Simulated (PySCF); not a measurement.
Compound: C6H14Si2.
SMILES: `CC(C)(C)[SiH2]C#C[SiH3]`

The calculation used PBE0-D3(BJ)/def2-SVP geometry optimisation, gas phase in PySCF.

Masses are those of the commonest isotopes; rigid-rotor values at the optimised geometry. 

**Question.** Give the principal moments of inertia and the rotational constants in MHz.

**Answer.** Ia = 172.72, Ib = 924.35, Ic = 973.99 u·Å²; 505379 MHz·u·Å²/I gives A = 2926, B = 546.7, C = 518.9 MHz.

**Question.** What kind of rotor is it?

**Answer.** A near-prolate asymmetric top; Ray's κ = -0.977.

**Question.** Is it planar, by Δ = Ic − Ia − Ib?

**Answer.** Not planar: Δ = Ic − Ia − Ib = -123.07 u·Å². For a rigid frame Δ = −2 Σ m c², so Σ m c² = 61.54 u·Å² lies off the ab plane: 23.74 from hydrogen and 37.79 from heavier atoms. The atom farthest from that plane is 2.18 Å away.

**Question.** Give the coordinates in the principal-axis frame, origin at the centre of mass.

**Answer.** The sense of each axis is arbitrary; atoms in the order of the calculation.
| atom | mass (u) | a (Å) | b (Å) | c (Å) |
| --- | --- | --- | --- | --- |
| C1 | 12.000 | -1.698 | 1.169 | -1.250 |
| C2 | 12.000 | -1.990 | 0.336 | 0.000 |
| C3 | 12.000 | -1.712 | 1.160 | 1.260 |
| C4 | 12.000 | -3.445 | -0.141 | -0.010 |
| Si5 | 27.977 | -0.867 | -1.200 | -0.001 |
| C6 | 12.000 | 0.898 | -0.675 | 0.003 |
| C7 | 12.000 | 2.051 | -0.260 | 0.004 |
| Si8 | 27.977 | 3.784 | 0.338 | -0.001 |
| H9 | 1.008 | -1.892 | 0.604 | -2.175 |
| H10 | 1.008 | -0.650 | 1.510 | -1.276 |
| H11 | 1.008 | -2.342 | 2.066 | -1.268 |
| H12 | 1.008 | -1.922 | 0.588 | 2.178 |
| H13 | 1.008 | -2.352 | 2.059 | 1.275 |
| H14 | 1.008 | -0.664 | 1.495 | 1.304 |
| H15 | 1.008 | -3.675 | -0.741 | -0.906 |
| H16 | 1.008 | -4.130 | 0.726 | -0.010 |
| H17 | 1.008 | -3.686 | -0.749 | 0.876 |
| H18 | 1.008 | -1.110 | -2.029 | -1.221 |
| H19 | 1.008 | -1.115 | -2.036 | 1.213 |
| H20 | 1.008 | 4.409 | 0.071 | 1.327 |
| H21 | 1.008 | 4.553 | -0.371 | -1.065 |
| H22 | 1.008 | 3.804 | 1.806 | -0.271 |

**Question.** Where do the levels up to J = 3 lie, in cm⁻¹?

**Answer.** Above 0(0,0):
J = 1: 1(0,1) 0.0355, 1(1,1) 0.1149, 1(1,0) 0.1158
J = 2: 2(0,2) 0.1066, 2(1,2) 0.1851, 2(1,1) 0.1879, 2(2,1) 0.4260, 2(2,0) 0.4260
J = 3: 3(0,3) 0.2132, 3(1,3) 0.2903, 3(1,2) 0.2959, 3(2,2) 0.5326, 3(2,1) 0.5326, 3(3,1) 0.9318, 3(3,0) 0.9318
Those of J = 1 are B + C, A + C and A + B.

**Question.** Which lines would a microwave search look for?

**Answer.** The dipole components are |μa| = 0.66 D, |μb| = 0.67 D, |μc| = 0.00 D. The squared components, which scale the intensities, stand as 0.98 : 1.00 : 0.00 (a : b : c). Some lines, for components of 0.1 D or more:

| type | branch | J(Ka,Kc) | MHz | lower level (cm⁻¹) |
| --- | --- | --- | --- | --- |
| a | R | 2(1,2) ← 1(1,1) | 2103 | 0.115 |
| a | R | 2(0,2) ← 1(0,1) | 2131 | 0.036 |
| b | Q | 1(1,0) ← 1(0,1) | 2407 | 0.036 |
| b | Q | 2(1,1) ← 2(0,2) | 2435 | 0.107 |
| a | R | 3(2,1) ← 2(2,0) | 3198 | 0.426 |
| a | R | 3(1,2) ← 2(1,1) | 3238 | 0.188 |
| b | R | 1(1,1) ← 0(0,0) | 3445 | 0.000 |
| b | R | 2(1,2) ← 1(0,1) | 4483 | 0.036 |
| b | R | 3(1,3) ← 2(0,2) | 5507 | 0.107 |
| b | Q | 3(2,1) ← 3(1,2) | 7098 | 0.296 |
| b | Q | 2(2,0) ← 2(1,1) | 7138 | 0.188 |
| b | Q | 3(2,2) ← 3(1,3) | 7264 | 0.290 |
| b | R | 2(2,0) ← 1(1,1) | 9325 | 0.115 |
| b | R | 3(2,2) ← 2(1,1) | 10335 | 0.188 |
| b | Q | 3(3,0) ← 3(2,1) | 11965 | 0.533 |
| b | R | 3(3,1) ← 2(2,0) | 15163 | 0.426 |
| b | R | 3(3,0) ← 2(2,1) | 15163 | 0.426 |

Stationary, but not proved a minimum. These are rigid-rotor constants of the computed structure; measured ground-state constants (B0) also hold zero-point vibration. A rigid rotor knows nothing of internal rotation, which can split or shift real lines.

Hardware: one thread, Arm Neoverse V1 (shared host). Cost: 97 s wall. These figures are those of the optimisation.

Shape of the structure used: `[CH3:1][C:2]([CH3:3])([CH3:4])[SiH2:5][C:6]#[C:7][SiH3:8]`: C1–C2–Si5–C6 60°.
